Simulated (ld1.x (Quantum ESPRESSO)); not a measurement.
**An all-electron radial function and its pseudo partner (H)**

Columns: radius, all-electron u(r) and pseudo u(r) of the 1s shell (level -6.36 eV) of hydrogen in the configuration 1s1; LDA (PZ), non-relativistic, ultrasoft scheme, ld1.x (Quantum ESPRESSO) 7.5.

```tsv
r (bohr)	all-electron	pseudo
0.075	0.1288	0.0872
0.150	0.2390	0.1726
0.225	0.3326	0.2547
0.300	0.4115	0.3319
0.375	0.4774	0.4030
0.450	0.5318	0.4669
0.525	0.5762	0.5229
0.600	0.6118	0.5706
0.675	0.6397	0.6098
0.750	0.6609	0.6407
0.825	0.6762	0.6638
0.900	0.6864	0.6797
0.975	0.6922	0.6893
1.050	0.6942	0.6934
1.125	0.6930	0.6931
1.200	0.6889	0.6893
1.275	0.6824	0.6827
1.350	0.6739	0.6740
1.425	0.6637	0.6637
1.500	0.6520	0.6520
1.575	0.6391	0.6391
1.650	0.6253	0.6253
1.725	0.6106	0.6106
1.800	0.5953	0.5953
1.875	0.5796	0.5796
1.950	0.5635	0.5635
```

Question: How many radial nodes do the two functions have?

Answer: The all-electron 1s function has n − l − 1 = 0; the pseudo-wave has 0.

Question: At about which radius was the pseudo-wave matched?

Answer: 1.45 bohr. The columns agree to 0.0005 from 1.12 bohr on; several derivatives are matched, so the curves merge somewhat inside the radius.

Question: Is the pseudo-wave norm-conserving?

Answer: No, it belongs to an ultrasoft set: the norm inside the radius is not constrained, and the difference is carried by the augmentation charge.
